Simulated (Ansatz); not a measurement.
The same path of CH4BFN (8 atoms, charge 1, multiplicity 1) was run twice with different band settings. The coordinate that changes most is the dihedral C1–N2–B3–F4.

Method: RKS PBE-D4/def2-SVP in Ansatz.

Relaxed end points:

```xyz
8
Properties=species:S:1:pos:R:3
C 0.663 0.955 -0.418
N 0.424 -0.156 0.200
B -0.953 -0.819 0.264
F -0.984 -1.930 0.931
H 1.680 1.388 -0.431
H -0.166 1.472 -0.937
H 1.215 -0.625 0.680
H -1.880 -0.284 -0.289
```

```xyz
8
Properties=species:S:1:pos:R:3
C 0.683 0.935 -0.403
N 0.434 -0.174 0.214
B -0.947 -0.847 0.284
F -1.889 -0.206 -0.341
H 1.703 1.362 -0.412
H -0.143 1.454 -0.925
H 1.221 -0.644 0.696
H -1.063 -1.880 0.887
```

Common settings: spring 5.0 eV/Å²; optimiser quadratic models (default); start path IDPP; force threshold 0.05 eV/Å; iteration limit 60; end points relaxed.

| run | movable images | climbing image |
| --- | --- | --- |
| 1 | 7 | yes |
| 2 | 1 | no |

(1) What does each run give, and how far can it be trusted?

## Answers

(1) Run 1: converged after 6 iterations, highest image 0.258 eV above the first end. A vibrational analysis at the climbing image gives one clearly imaginary mode, 174i cm⁻¹: a first-order saddle point.
Run 2: converged after 6 iterations, highest image 0.258 eV above the first end. The dihedral C1–N2–B3–F4 jumps by 91° between images 1 and 2, so the path isn't resolved there. No image climbed, so the highest image needn't sit at the top of the path. So few images can step over the top or miss a turn of the path.
Limits of this set-up: the dipole of an ion depends on the origin.
